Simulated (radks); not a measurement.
Results of a calculation; reference values are marked as such.
Q: Radial electron density D(r) = 4 pi r^2 rho(r) of an atom or ion with 4 electrons. Code: a radial shooting solver on a logarithmic mesh with Libxc functionals. Model: scalar-relativistic Kohn-Sham, PBE, spin-unpolarised, spherical densities, point nucleus.

| r (bohr) | D(r) (e/bohr) |
|---|---|
| 0.02275 | 0.6489 |
| 0.02525 | 0.7752 |
| 0.02779 | 0.9109 |
| 0.03083 | 1.081 |
| 0.03421 | 1.278 |
| 0.03766 | 1.485 |
| 0.04179 | 1.740 |
| 0.046 | 2.004 |
| 0.05104 | 2.323 |
| 0.05618 | 2.646 |
| 0.06234 | 3.026 |
| 0.06862 | 3.401 |
| 0.07614 | 3.828 |
| 0.08382 | 4.233 |
| 0.093 | 4.672 |
| 0.1024 | 5.065 |
| 0.1136 | 5.459 |
| 0.126 | 5.802 |
| 0.1387 | 6.052 |
| 0.154 | 6.231 |
| 0.1695 | 6.293 |
| 0.188 | 6.234 |
| 0.207 | 6.054 |
| 0.2297 | 5.724 |
| 0.2528 | 5.302 |
| 0.2805 | 4.740 |
| 0.3088 | 4.152 |
| 0.3426 | 3.482 |
| 0.3802 | 2.824 |
| 0.4185 | 2.270 |
| 0.4643 | 1.769 |
| 0.5111 | 1.422 |
| 0.5672 | 1.187 |
| 0.6243 | 1.097 |
| 0.6927 | 1.119 |
| 0.7625 | 1.219 |
| 0.8461 | 1.370 |
| 0.9314 | 1.506 |
| 1.033 | 1.607 |
| 1.138 | 1.629 |
| 1.262 | 1.560 |
| 1.401 | 1.402 |
| 1.542 | 1.195 |
| 1.711 | 0.9377 |
| 1.883 | 0.7009 |
| 2.089 | 0.4735 |
| 2.3 | 0.3056 |
| 2.552 | 0.1740 |
| 2.809 | 0.09444 |
| 3.117 | 0.04369 |
| 3.431 | 0.01919 |
| 3.807 | 0.006899 |
| 4.191 | 0.002348 |
| 4.65 | 0.0006245 |

What is the nuclear charge?

A: Z = 6. The innermost maximum, from 1s, lies near gamma/Z bohr with gamma = sqrt(1 - (Z/c)^2) = 0.999, here 0.167 bohr (found: 0.171), and its height grows with Z. The density is that of the carbon ion C2+ in [He] 2s2; the configuration itself is not fixed sharply by these data. D(r) has 2 maxima, at r = 0.171, 1.11 bohr, and minima at 0.645 bohr, inside which lie 2.07 electrons.
